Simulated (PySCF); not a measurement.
O⁺: ionisation energy

O⁺ [He] 2s2 2p3 (4S) → O²⁺ [He] 2s2 2p2 (3P), as a difference of total energies. All numbers are calculated (PySCF 2.14, no relativity, point nucleus, in cc-pVTZ (4s3p2d1f, 30 functions)). Correlated levels: valence: 1s2 frozen. The calculations carry no spin-orbit coupling.

| method | ionisation energy (eV) |
| --- | --- |
| UHF | 34.568 |
| BP86 | 35.276 |
| MP2 (valence) | 35.190 |
| SCS-MP2 (valence) | 34.934 |
| CCSD(T) (valence) | 35.018 |

Problem. Estimate what TPSS gives.

Solution. 35.257 eV, closest to BP86 among the rows shown.

Problem. Estimate what CCSD (valence) gives.

Solution. 35.010 eV, closest to CCSD(T) (valence) among the rows shown.

Errors of the correlated levels include the incompleteness of this basis and the frozen core.

For comparison: 35.121 eV (measured; NIST Atomic Spectra Database, ionization energies).
